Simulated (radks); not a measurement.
The numbers below are computed, except where a source is named.
Zr, configuration [Kr] 4d4 (not the ground configuration). Code: a radial shooting solver on a logarithmic mesh with Libxc functionals. Model: Dirac Kohn-Sham, PBE, spin-unpolarised, spherical densities, finite nucleus; open shells fill j = l - 1/2 first; Fermi nuclear charge, rms radius 4.2694 fm.

Normalised radial functions P(r) = r R(r) (large component), r in bohr:

```
   r/bohr * 4p1/2, o 4p3/2, + 4d3/2 (the largest magnitude, 0.957, reaches the edge; | marks zero, & curves that meet)
 0.005286                             &
 0.006105                             &
  0.00705                             &
 0.008142                             &*
 0.009403                             +&
  0.01086                             +&
  0.01264                             +&
   0.0146                             +&
  0.01686                             + &
  0.01947                             + &
  0.02249                             + o*
  0.02597                             +  &
     0.03                             +   &
  0.03464                             +   o*
  0.04001                             +    o*
   0.0462                             +     o*
  0.05336                             |+     &
  0.06163                             |+      &
  0.07117                             |+      o*
  0.08219                             | +      &
  0.09492                             | +     &
   0.1096                             |  +   *o
   0.1266                             |   + &
   0.1462                             |  *&
   0.1689                             &    +
    0.195                         *o  |     +
   0.2252                     *o      |      +
   0.2601                  &          |      +
   0.3004                &            |      +
   0.3469               &             |      +
   0.4006                 &           |     +
   0.4627                    o*       |   +
   0.5344                          o* | +
   0.6171                            +|   o*
   0.7127                        +    |           o*
   0.8231                     +       |                 o *
   0.9506                  +          |                       o*
    1.098               +             |                         o*
    1.278             +               |                          &
    1.476            +                |                       &
    1.705            +                |                   &
    1.969            +                |              *o
    2.274             +               |          &
    2.626               +             |      &
    3.032                +            |   &
    3.502                  +          | &
    4.044                    +        |&
    4.671                     +       &
    5.394                       +     &
     6.23                        +    &
    7.195                          +  &
    8.309                           + &
    9.596                           + &
    11.08                            +&
```

4p1/2: eigenvalue -30.237 eV, 2 radial nodes at r = 0.167, 0.556 bohr, <r> = 1.36 bohr, 90 % of the charge inside 2.04 bohr. 4p3/2: eigenvalue -28.509 eV, 2 radial nodes at r = 0.171, 0.569 bohr, <r> = 1.40 bohr, 90 % of the charge inside 2.09 bohr. 4d3/2: eigenvalue -1.533 eV, 1 radial node at r = 0.580 bohr, <r> = 2.77 bohr, 90 % of the charge inside 4.89 bohr.
